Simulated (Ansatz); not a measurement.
A structure relaxed at r2SCAN-D4/def2-SVP in Ansatz, charge 0, singlet:

Cartesian coordinates in Å:
```
C 2.399 -1.456 -20.505
C 2.242 -1.367 -19.300
C 2.059 -1.264 -17.892
C 2.018 -2.422 -17.084
C 1.840 -2.322 -15.711
C 1.697 -1.058 -15.091
C 1.517 -0.956 -13.689
C 1.362 -0.867 -12.476
C 1.185 -0.765 -11.075
C 1.027 -1.925 -10.278
C 0.855 -1.825 -8.906
C 0.836 -0.561 -8.268
C 0.665 -0.459 -6.866
C 0.520 -0.371 -5.652
C 0.356 -0.271 -4.249
C 0.088 -1.421 -3.467
C -0.069 -1.323 -2.092
C 0.039 -0.072 -1.438
C -0.116 0.027 -0.033
C -0.245 0.111 1.183
C -0.391 0.208 2.589
C -0.110 1.419 3.265
C -0.245 1.512 4.642
C -0.673 0.398 5.404
C -0.809 0.492 6.811
C -0.924 0.572 8.029
C -1.054 0.663 9.437
C -1.650 -0.384 10.179
C -1.777 -0.294 11.558
C -1.309 0.845 12.255
C -1.434 0.935 13.664
C -1.542 1.012 14.882
C -1.665 1.101 16.294
C -1.045 2.154 17.006
C -1.168 2.235 18.391
C -1.908 1.276 19.093
C -2.528 0.231 18.399
C -2.410 0.138 17.013
C -0.712 1.892 11.513
C -0.589 1.805 10.134
C -0.957 -0.813 4.728
C -0.817 -0.907 3.351
C 0.306 1.078 -2.220
C 0.460 0.981 -3.595
C 0.994 0.599 -9.065
C 1.163 0.500 -10.438
C 1.739 0.100 -15.902
C 1.916 -0.001 -17.275
H 2.537 -1.533 -21.568
H 2.129 -3.402 -17.554
H 1.809 -3.223 -15.094
H 1.042 -2.905 -10.760
H 0.733 -2.726 -8.300
H 0.006 -2.392 -3.961
H -0.276 -2.217 -1.498
H 0.220 2.286 2.686
H -0.024 2.451 5.154
H -2.013 -1.269 9.651
H -2.239 -1.108 12.121
H -0.466 2.900 16.454
H -0.681 3.054 18.930
H -2.003 1.345 20.181
H -3.109 -0.520 18.943
H -2.893 -0.677 16.467
H -0.348 2.777 12.042
H -0.128 2.619 9.571
H -1.287 -1.679 5.307
H -1.037 -1.847 2.839
H 0.391 2.049 -1.725
H 0.666 1.875 -4.189
H 0.981 1.580 -8.583
H 1.284 1.401 -11.043
H 1.629 1.081 -15.432
H 1.947 0.899 -17.893
```

Question: Give its formula, name or SMILES.

Answer: `C#Cc1ccc(C#Cc2ccc(C#Cc3ccc(C#Cc4ccc(C#Cc5ccc(C#Cc6ccccc6)cc5)cc4)cc3)cc2)cc1`.

Question: Summarise the bond lengths by kind (pairs closer than 1.2 times the sum of covalent radii, bridged metal pairs left out).

Answer: 53 × C–C 1.22 to 1.42 Å; 26 × C–H 1.07 to 1.09 Å.

Single mean-field runs in def2-SVP are fitted with def2-universal-jkfit.
